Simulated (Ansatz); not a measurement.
Results of the Gaussian-basis code of Ansatz.

A structure relaxed at PBE0-D4/def2-TZVP, charge 0, multiplicity 1:

```csv
atom,x (Å),y (Å),z (Å)
O1,-1.394,1.802,0.826
Si2,-1.422,0.454,-0.109
S3,-0.490,-1.229,0.809
Ge4,1.525,-1.014,-0.114
H5,-0.554,2.068,1.204
H6,-0.734,0.692,-1.408
H7,-2.853,0.144,-0.305
H8,2.446,-1.965,0.661
H9,1.468,-1.392,-1.600
H10,2.008,0.439,0.036
```

**Question.** Give its formula and SMILES.

**Answer.** GeH6OSSi, `O[SiH2][S][GeH3]`.

**Question.** Summarise the bond lengths by kind.

**Answer.** 1 × O–Si 1.641 Å; 1 × H–O 0.958 Å; 1 × S–Si 2.132 Å; 2 × H–Si 1.477 to 1.488 Å; 1 × Ge–S 2.227 Å; 3 × Ge–H 1.533 to 1.539 Å.
